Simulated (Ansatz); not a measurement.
Basis-set extrapolation for C2H3NSSi (`N#C[SiH]1CS1`) (PBE0-D4/def2-TZVP geometry, frozen core, Ansatz). Multiplicity 1, RHF reference.

```
                      def2-TZVPP   def2-QZVPP
                 HF  -818.466835  -818.492074
    MP2 correlation    -0.786777    -0.843884
CCSD(T) correlation    -0.859964      not run
```

Energies in hartree. Use E(X) = E(∞) + A·exp(−7.88·√X) for Hartree–Fock and E(X) = E(∞) + B·X^(−2.97) for correlation, with X = 3 and 4, and add CCSD(T) minus MP2 of the smaller set to the MP2 limit.

Task: What is the CCSD(T) energy at the basis-set limit?

Result: HF limit: -818.492074 + (-0.025239) × 0.13774 = -818.49555. MP2 limit: -0.843884 + (-0.057107) × 0.74074 = -0.88619. Higher-order term: -0.859964 − (-0.786777) = -0.07319. Total: -819.45493 hartree, 3.49 eV below CCSD(T)/def2-TZVPP.
